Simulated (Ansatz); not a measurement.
The cluster Ga2N⁺. Total charge 1; triplet. Geometry PBE0-D4/def2-TZVP; atoms count from 1.

Cartesian coordinates in Å:
```
Ga -0.545 0.113 1.842
Ga 0.543 -0.113 -1.843
N 0.003 0.000 0.001
```

The structure comes from a short search, and lower isomers may exist.

(1) Estimate the Mulliken populations from the PBE0/def2-TZVP orbitals of Ansatz.

(2) Where does the spin sit?

(3) And the Mayer bond orders between heavy atoms (over 0.3)?

## Answers

(1) 
| atom | charge (e) | spin (α − β) |
| --- | --- | --- |
| Ga1 | 0.64 | 0.34 |
| Ga2 | 0.64 | 0.34 |
| N3 | -0.29 | 1.31 |
Mulliken values depend strongly on the basis.

(2) Summed by element: Ga 0.69, N 1.31, of 2 unpaired in all. Largest on single atoms: N3 1.31, Ga1 0.34, Ga2 0.34.

(3) Ga1–N3 0.90 (1.92 Å); Ga2–N3 0.90 (1.92 Å).
